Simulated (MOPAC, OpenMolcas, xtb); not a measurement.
How methods differ on BAsH4 (SMILES B[AsH2])

BAsH4: 6 atoms, total charge 0, spin state singlet. As SMILES, `B[AsH2]`. The shape comes from GFN2-xTB, which is rough for such elements, and wasn't checked as a minimum.

Each level gives the dipole moment (D). The values are calculated.

| level | kind | program | value (D) | CPU time |
| --- | --- | --- | --- | --- |
| MNDO | semi-empirical | MOPAC | 2.23 | under 2 s |
| PM7 | semi-empirical | MOPAC | 1.05 | under 2 s |
| GFN2-xTB | semi-empirical | xtb | 1.09 | under 2 s |
| GFN0-xTB | semi-empirical | xtb | 2.13 | under 2 s |
| HF/ANO-R0 (sfX2C) | Hartree–Fock | OpenMolcas | 0.11 | 2.8 s |
| HF/STO-3G | Hartree–Fock | OpenMolcas | 0.86 | 1.7 s |
| HF/3-21G | Hartree–Fock | OpenMolcas | 0.71 | 1.9 s |
| HF/ANO-RCC-VDZP (DKH2) | Hartree–Fock | OpenMolcas | 0.60 | 11 s |
| HF/def2-SVP | Hartree–Fock | OpenMolcas | 0.68 | 4 s |
| HF/ANO-R2 (sfX2C, RICD fitting) | Hartree–Fock | OpenMolcas | 0.57 | 21 s |

All-electron rows without a relativistic Hamiltonian named are non-relativistic. The values span 0.11 to 2.23 D. Magnitudes only: a small dipole may point the other way at some levels. Sets without polarisation functions give poor dipoles. Without the sets that lack polarisation functions the rows with a basis span only 0.57 to 0.68 D. CPU times are rough (shared hosts, several kinds of processor): they show what a rung costs within a factor of a few.
